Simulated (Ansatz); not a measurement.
```xyz
7

O     1.1832    0.1617    1.0420
Mo   -0.1093    0.0761   -0.2839
F    -0.8971    1.5334    0.5612
S     0.8568    0.7682   -1.9696
Cl    0.1753   -2.1916   -0.3207
Cl   -2.2383   -0.3203   -1.0036
H     1.0294   -0.0275    1.9746
```

The species carries charge 0 and has multiplicity 1. Mo takes the def2 core potential.

List the PBE/def2-TZVPP orbital energies in eV (Ansatz). (Best estimate.)

Computed: Occupied: -2739.20, -2739.14, -2396.90, -660.14, -511.87, -249.77, -249.71, -209.87, -190.43, -190.37, -190.33, -190.31, -190.26, -190.26, -155.92, -155.92, -155.91, -70.00, -43.96, -43.93, -43.74, -28.93, -25.73, -20.40, -20.14, -17.83, -13.87, -11.84, -11.40, -11.07, -10.62, -9.92, -9.80, -9.33, -8.92, -8.82, -8.40, -8.35, -7.62, -7.55, -7.33. Lowest empty: -4.95, -4.25, -4.22, -3.11, -1.70, -0.78, 0.53, 0.89.
